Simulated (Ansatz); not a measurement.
System: C4H5GeS, charge -1, multiplicity 1. It need not be the lowest isomer of its formula. Whether it binds its extra electron was not tested at this geometry. 
Coordinates optimised at B3LYP-D3(BJ)/def2-TZVP (Ansatz, an electronic-structure program):
SMILES: c1ccs[c]1[GeH2-]
```xyz
11

Ge     1.8170    -0.2089    -0.4359
C     -0.2082     0.0194    -0.1568
C     -1.1948    -0.0167    -1.1166
C     -2.5260     0.1117    -0.6245
C     -2.5742     0.2390     0.7367
S     -0.9717     0.2087     1.3857
H      2.1125    -0.4310     1.1364
H      2.1274     1.3745    -0.3375
H     -0.9609    -0.1467    -2.1666
H     -3.4086     0.0993    -1.2535
H     -3.4477     0.3295     1.3646
```
Charge -1, spin multiplicity 1.

Total electronic energies in hartree. Cores are frozen in the correlated levels unless marked. No spin-orbit coupling. Frozen are the shells of the preceding noble gas and the d and f shells that filled before the atom's block. No relativistic terms. CBS marks a two-point X^-3 extrapolation of the correlation energy; Hartree-Fock from the larger set.

The Hartree-Fock reference is unstable (checked in the largest basis), which strains HF and MP2. 

| level | program | energy (Eh) |
|---|---|---|
| HF/STO-3G | Ansatz | -2597.27515 |
| BLYP-D4/def2-TZVPD | Ansatz + dftd4 | ? |
| revPBE-D4/def2-TZVPD | Ansatz + dftd4 | -2630.48005 |
| r2SCAN/def2-TZVPD | Ansatz | -2630.58367 |
| PBE0/6-31G* | Ansatz | ? |
| PBE0/def2-TZVP | Ansatz | -2630.11613 |
| BHLYP-D4/def2-TZVPD | Ansatz + dftd4 | -2630.59672 |
| r2SCAN0-D4/def2-TZVPD | Ansatz + dftd4 | -2630.54299 |
| CAM-B3LYP-D4/def2-TZVPD | Ansatz + dftd4 | -2630.75792 |
| LC-wPBE-D3(BJ)/def2-TZVPD | Ansatz + dftd3 | -2630.20737 |
| wB97M-V/def2-TZVPD | Ansatz | -2630.50570 |
| MP2/def2-TZVPPD | Ansatz | -2628.27176 |
| RI-MP2/def2-TZVPPD | Ansatz | -2628.27131 |
| CCSD/CBS(def2-TZVPPD,def2-QZVPPD) | Ansatz | -2628.4492 |
| CCSD(T)/CBS(def2-TZVPPD,def2-QZVPPD) | Ansatz | -2628.5134 |

**Question.** Fill in the missing entries.

**Answer.** 
- BLYP-D4/def2-TZVPD, energy (Eh): -2630.72607
- PBE0/6-31G*, energy (Eh): -2629.74307
